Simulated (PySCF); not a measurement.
Delta-SCF ions had no search for a lower state. Excitations are Tamm–Dancoff values on a coarser integration grid. The basis has no diffuse functions, so Rydberg states are missing or too high.

Cartesian coordinates (Å):
SMILES: Bc1cc(O)cc2cccc-2c1
```xyz
21

B     -3.0889    -1.3151    -0.1092
C     -1.7472    -0.5582    -0.0654
C     -1.8112     0.8500    -0.0960
C     -0.8151     1.8288    -0.0716
O     -1.2889     3.1004    -0.1172
C      0.5717     1.6290    -0.0072
C      1.2913     0.4457     0.0476
C      2.6928     0.3431     0.1109
C      3.0346    -1.0168     0.1526
C      1.8734    -1.8014     0.1174
C      0.7576    -0.9452     0.0517
C     -0.5697    -1.3388     0.0015
H     -3.1054    -2.5249    -0.0858
H     -4.1331    -0.7070    -0.1671
H     -2.8177     1.2764    -0.1483
H     -0.5550     3.7225    -0.0971
H      1.1808     2.5429     0.0014
H      3.3842     1.1853     0.1246
H      4.0530    -1.4051     0.2048
H      1.8248    -2.8897     0.1366
H     -0.7320    -2.4219     0.0158
```
Charge 0, multiplicity 1.

Estimate the vertical ionisation energy (Delta-SCF), S1 excitation (TDA), HOMO–LUMO gap, T1 excitation (TDA) and S1–T1 gap (TDA) that ωB97X-D3(BJ)/def2-TZVP // PBE0-D3(BJ)/def2-SVP (PySCF) returns for this input.


The vertical ionisation energy (Delta-SCF) comes out as 7.23 eV, the S1 excitation (TDA) is 2.42 eV and the HOMO–LUMO gap comes out as 6.79 eV. The T1 excitation (TDA) is 1.74 eV. The S1–T1 gap (TDA) is 0.67 eV.
